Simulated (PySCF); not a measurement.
PySCF 2.14 output of an unrestricted wB97X calculation on a single atom or ion in aug-cc-pVTZ with one added diffuse shell each of s, p, d, f, g type (9s8p6d4f3g, 118 functions), with the non-relativistic Hamiltonian (point nucleus):

```
SCF conv_tol = 1e-09
number electrons alpha = 14  beta = 10
    J.-D. Chai and M. Head-Gordon.,  J. Chem. Phys. 128, 084106 (2008)
cycle= 1 E= -1044.27670109244  delta_E= -0.0115  |g|= 0.0363  |ddm|= 2.08
cycle= 2 E= -1044.27737829761  delta_E= -0.000677  |g|= 0.05  |ddm|= 0.374
cycle= 3 E= -1044.27818449743  delta_E= -0.000806  |g|= 0.0132  |ddm|= 0.13
cycle= 4 E= -1044.27892795629  delta_E= -0.000743  |g|= 0.0104  |ddm|= 0.0766
cycle= 5 E= -1044.27993894622  delta_E= -0.00101  |g|= 0.00792  |ddm|= 0.108
cycle= 6 E= -1044.28050056872  delta_E= -0.000562  |g|= 0.00759  |ddm|= 0.0607
cycle= 7 E= -1044.27992265411  delta_E= 0.000578  |g|= 0.00622  |ddm|= 0.0699
cycle= 8 E= -1044.27918565933  delta_E= 0.000737  |g|= 0.00801  |ddm|= 0.179
cycle= 9 E= -1044.27916342725  delta_E= 2.22e-05  |g|= 0.00242  |ddm|= 0.0442
cycle= 10 E= -1044.27916720988  delta_E= -3.78e-06  |g|= 0.000531  |ddm|= 0.0345
cycle= 11 E= -1044.27916806437  delta_E= -8.54e-07  |g|= 0.000172  |ddm|= 0.00605
cycle= 12 E= -1044.27916809679  delta_E= -3.24e-08  |g|= 0.000182  |ddm|= 0.00231
cycle= 13 E= -1044.27916811138  delta_E= -1.46e-08  |g|= 8.04e-06  |ddm|= 0.000506
cycle= 14 E= -1044.27916811168  delta_E= -2.91e-10  |g|= 1.07e-05  |ddm|= 8.13e-05
converged SCF energy = -1044.27916811168  <S^2> = 6.1215468  2S+1 = 5.0483846
```

The run itself started from symmetry-adapted Hartree-Fock orbitals and held the occupation by maximum overlap, on a logarithmic radial grid, so the iterations belong to that start.

**Question.** Which element, charge and spin multiplicity is this?

**Answer.** Cr (chromium, neutral), multiplicity 5; the state was [Ar] 3d6, high-spin 5D determinant (an excited configuration).

⟨S²⟩ = 6.12 against 6.00 shows spin contamination.
